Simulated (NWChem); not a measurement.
System meant: CdH$_{2}$S$_{2}$; SMILES [Cd]([SH])[SH]

The following NWChem deck was run.

```
start job
memory heap 200 mb stack 900 mb global 1100 mb
geometry units angstroms noautoz
  Cd    -0.000000    -0.000000     0.119909
  S      2.323320    -0.323195     0.111307
  H      2.538856     0.616682     1.059583
  S     -2.323320     0.323195     0.111307
  H     -2.538856    -0.616682     1.059584
end
basis spherical
  * library def2-svp
end
ecp
  Cd library def2-ecp
end
dft
  odft
  mult 2
  xc b3lyp
  iterations 150
  mulliken
end
task dft energy
```

End of the output:

```
 Summary of "ao basis" -> "" (spherical)
 ------------------------------------------------------------------------------
       Tag                 Description            Shells   Functions and Types
 ---------------- ------------------------------  ------  ---------------------
 *                          def2-svp                  on all atoms

                                 NWChem DFT Module
                                 -----------------

 Summary of "ao basis" -> "ao basis" (spherical)
 ------------------------------------------------------------------------------
       Tag                 Description            Shells   Functions and Types
 ---------------- ------------------------------  ------  ---------------------
 Cd                         def2-svp                11       31   5s3p2d1f
 S                          def2-svp                 8       18   4s3p1d
 H                          def2-svp                 3        5   2s1p

 Summary of "ao basis" -> "ao basis" (spherical)
 ------------------------------------------------------------------------------
       Tag                 Description            Shells   Functions and Types
 ---------------- ------------------------------  ------  ---------------------
 Cd                         def2-svp                11       31   5s3p2d1f
 S                          def2-svp                 8       18   4s3p1d
 H                          def2-svp                 3        5   2s1p

      Symmetry analysis of basis
      --------------------------

        a          40
        b          37

  number of electrons :                   54
  multiplicity        :                    2
 ------------------------------------------------------------------------
  no. of electrons and multiplicity not compatible                  54
 ------------------------------------------------------------------------
 ------------------------------------------------------------------------
  current input line :
    23: task dft energy
 ------------------------------------------------------------------------
 ------------------------------------------------------------------------
 There is an error in the input file
 ------------------------------------------------------------------------
 For more information see the NWChem manual at https://nwchemgit.github.io

0: no. of electrons and multiplicity not compatible:Received an Error in Communication
```

### Question
Can this run be used? If not, why, and what is the fix?

### Answer
The input was rejected before any calculation. Cause: the multiplicity doesn't fit the number of electrons (an even count wants an odd multiplicity, and the reverse). This input runs:
```
start job
memory heap 200 mb stack 900 mb global 1100 mb
geometry units angstroms noautoz
  Cd    -0.000000    -0.000000     0.119909
  S      2.323320    -0.323195     0.111307
  H      2.538856     0.616682     1.059583
  S     -2.323320     0.323195     0.111307
  H     -2.538856    -0.616682     1.059584
end
basis spherical
  Cd library def2-svp
  S library def2-svp
  H library def2-svp
end
ecp
  Cd library def2-ecp
end
dft
  xc b3lyp
  iterations 150
  mulliken
end
task dft energy
```
It converges to -965.21210 Ha (B3LYP/def2-SVP with def2 effective core potentials on Cd).
